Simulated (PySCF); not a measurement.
The vertical singlet excitations below were computed for one of the candidates. The calculation used PySCF, TDDFT PBE0/def2-SVPD, vertical, gas phase, core orbitals frozen in the response. Geometries: GFN2-xTB, one conformer each.

```json
{"state": "S1", "ν̃ (cm⁻¹)": "33300", "f": "0.0000", "main configurations (H = HOMO, L = LUMO)": "H-1→L (98%)"}
{"state": "S2", "ν̃ (cm⁻¹)": "43520", "f": "0.141", "main configurations (H = HOMO, L = LUMO)": "H→L (87%), H-2→L+1 (10%)"}
{"state": "S3", "ν̃ (cm⁻¹)": "44490", "f": "0.0001", "main configurations (H = HOMO, L = LUMO)": "H-1→L+1 (99%)"}
{"state": "S4", "ν̃ (cm⁻¹)": "46670", "f": "0.018", "main configurations (H = HOMO, L = LUMO)": "H→L+1 (85%), H-2→L (14%)"}
{"state": "S5", "ν̃ (cm⁻¹)": "48920", "f": "0.160", "main configurations (H = HOMO, L = LUMO)": "H-2→L (84%), H→L+1 (13%)"}
{"state": "S6", "ν̃ (cm⁻¹)": "55620", "f": "0.0070", "main configurations (H = HOMO, L = LUMO)": "H→L+2 (97%)"}
```

Triplets computed (Tamm–Dancoff): 3.56, 3.68 eV.

Problem. Which structure fits? All have the formula C6H5FO2.
A. `F/C=C\C1=COC=CO1`
B. `CC1=COC=C(F)C1=O`
C. `O=C1C=C(CF)C(=O)C1`
D. `C[C@H]1C(=O)C=C(F)C1=O`

Solution. B. Its S1, at 4.13 eV, is the highest among the candidates; the nearest of the others has S1 at 3.60 eV. S1 is HOMO-1→LUMO (98%). Löwdin shares by element: HOMO oxygen 38%, carbon 28% or more (atoms not listed hold the other 34%); LUMO carbon 36% or more, oxygen 34% (atoms not listed hold the other 31%). At the same level the other candidates give, for their lowest levels:
- `F/C=C\C1=COC=CO1`: 3.60 eV (f 0.047); 4.85 eV (f 0.006); 5.30 eV (f 0.006); 5.63 eV (f 0.008); 6.05 eV (f 0.000); T1 2.45 eV; HOMO -5.60, LUMO -0.98 eV
- `O=C1C=C(CF)C(=O)C1`: 3.03 eV (f 0.000); 3.83 eV (f 0.000); 5.26 eV (f 0.000); 5.53 eV (f 0.303); 6.07 eV (f 0.001); T1 2.60 eV; HOMO -7.71, LUMO -2.96 eV
- `C[C@H]1C(=O)C=C(F)C1=O`: 3.14 eV (f 0.000); 3.72 eV (f 0.000); 5.32 eV (f 0.003); 5.56 eV (f 0.248); 6.05 eV (f 0.002); T1 2.69 eV; HOMO -7.86, LUMO -3.02 eV
